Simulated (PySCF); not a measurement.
# Working out the ionisation energy of Be⁺

Be⁺ [He] 2s1 (2S) → Be²⁺ 1s2 (1S). Calculation: PySCF 2.14, in x2c-TZVPPall (5s3p1d, 19 functions); scalar relativity by spin-free X2C-1e. Frozen: nothing. Energies in hartree (1 hartree = 27.21139 eV):

| part | Be⁺ (lower) | Be²⁺ (upper) |
| --- | --- | --- |
| UHF | -14.279502 | -13.613415 |
| CCSD correlation | -0.031356 | -0.030044 |
| (T) | -0.000009 | 0.000000 |

**Question.** What does Hartree-Fock give?

**Answer.** (-13.613415) − (-14.279502) = 0.666087 hartree = 18.125 eV.

**Question.** What do CCSD and CCSD(T) give?

**Answer.** The CCSD correlation energies differ by 0.001312 hartree = 0.036 eV and the triples by 0.000009 hartree = 0.000 eV, so CCSD gives 18.161 eV and CCSD(T) 18.161 eV.

Measured between the centres of the two terms (NIST): 18.211 eV, so CCSD(T) (valence and next inner shell) is off by -0.050 eV.

What remains against the reference includes basis incompleteness and higher excitations.
